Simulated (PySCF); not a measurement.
CH5Si, doublet, at a GFN2-xTB geometry; PySCF with BHANDHLYP/STO-3G.

The PySCF input:
```python
from pyscf import gto, scf, dft

mol = gto.M(
    atom='''
C    -1.19243168   -0.16784419    0.12828578
Si    0.66435470    0.08504505   -0.14296576
H    -1.77784666    0.57243506   -0.41016203
H    -1.51335466   -1.15062903   -0.20606812
H    -1.44525161   -0.08155527    1.18441817
H     1.11180308    1.43180120    0.19041623
H     1.47827415   -0.95561745    0.47320178
''',
    basis='sto-3g',
    spin=1,
    verbose=4,
)

mf = dft.UKS(mol)
mf.xc = 'bhandhlyp'
mf.kernel()
```

### Question
What does PySCF print? Leave out banner, timings and long lists.

### Answer

```
PySCF version 2.14.0

[INPUT] verbose = 4
[INPUT] num. atoms = 7
[INPUT] num. electrons = 25
[INPUT] charge = 0
[INPUT] spin (= nelec alpha-beta = 2S) = 1
[INPUT] symmetry False subgroup None
[INPUT] Mole.unit = angstrom
[INPUT] Symbol           X                Y                Z      unit          X                Y                Z       unit  Magmom
[INPUT]  1 C     -1.192431680000  -0.167844190000   0.128285780000 AA   -2.253369297455  -0.317179550699   0.242424989876 Bohr   0.0
[INPUT]  2 Si     0.664354700000   0.085045050000  -0.142965760000 AA    1.255448432568   0.160711852750  -0.270166131590 Bohr   0.0
[INPUT]  3 H     -1.777846660000   0.572435060000  -0.410162030000 AA   -3.359643278873   1.081745487499  -0.775093903396 Bohr   0.0
[INPUT]  4 H     -1.513354660000  -1.150629030000  -0.206068120000 AA   -2.859825836734  -2.174373737674  -0.389412309804 Bohr   0.0
[INPUT]  5 H     -1.445251610000  -0.081555270000   1.184418170000 AA   -2.731129723987  -0.154117124315   2.238225958259 Bohr   0.0
[INPUT]  6 H      1.111803080000   1.431801200000   0.190416230000 AA    2.101003325648   2.705712132824   0.359834524372 Bohr   0.0
[INPUT]  7 H      1.478274150000  -0.955617450000   0.473201780000 AA    2.793533280524  -1.805855260355   0.894221765857 Bohr   0.0

nuclear repulsion = 55.6334561616538
number of shells = 13
number of NR pGTOs = 57
number of NR cGTOs = 19
basis = sto-3g
ecp = {}

******** <class 'pyscf.dft.uks.UKS'> ********
method = UKS
initial guess = minao
damping factor = 0
level_shift factor = 0
DIIS = <class 'pyscf.scf.diis.CDIIS'>
diis_start_cycle = 1
diis_space = 8
diis_damp = 0
SCF conv_tol = 1e-09
SCF conv_tol_grad = None
SCF max_cycles = 50
direct_scf = True
direct_scf_tol = 1e-13
number electrons alpha = 13  beta = 12
XC library pyscf.dft.libxc version 7.1.2
    S. Lehtola, C. Steigemann, M. J. T. Oliveira, and M. A. L. Marques,  SoftwareX 7, 1–5 (2018)
XC functionals = bhandhlyp
    A. D. Becke,  J. Chem. Phys. 98, 1372 (1993)
    Defined through Gaussian implementation.
radial grids:
    Treutler-Ahlrichs [JCP 102, 346 (1995); DOI:10.1063/1.469408] (M4) radial grids

becke partition: Becke, JCP 88, 2547 (1988); DOI:10.1063/1.454033
pruning grids: <function nwchem_prune>
grids dens level: 3
symmetrized grids: False
atomic radii adjust function: <function treutler_atomic_radii_adjust>
small_rho_cutoff = 0
Set gradient conv threshold to 3.16228e-05
tot grids = 82344
init E= -326.370956124453

cycle= 1 E= -326.675122642898  delta_E= -0.304  |g|= 0.107  |ddm|= 2.08
cycle= 2 E= -326.683486575077  delta_E= -0.00836  |g|= 0.0555  |ddm|= 0.268
cycle= 3 E= -326.685574275532  delta_E= -0.00209  |g|= 0.00968  |ddm|= 0.0859
cycle= 4 E= -326.685701760614  delta_E= -0.000127  |g|= 0.00214  |ddm|= 0.0299
cycle= 5 E= -326.685712592092  delta_E= -1.08e-05  |g|= 0.000636  |ddm|= 0.00889
cycle= 6 E= -326.685713570181  delta_E= -9.78e-07  |g|= 0.000103  |ddm|= 0.00313
cycle= 7 E= -326.685713585143  delta_E= -1.5e-08  |g|= 3.41e-05  |ddm|= 0.000276
cycle= 8 E= -326.685713587359  delta_E= -2.22e-09  |g|= 8.56e-06  |ddm|= 0.000113
cycle= 9 E= -326.685713587498  delta_E= -1.39e-10  |g|= 1.13e-06  |ddm|= 3.23e-05
Extra cycle  E= -326.685713587499  delta_E= -1.31e-12  |g|= 5.44e-07  |ddm|= 2.9e-06
converged SCF energy = -326.685713587499  <S^2> = 0.75072747  2S+1 = 2.0007273
```
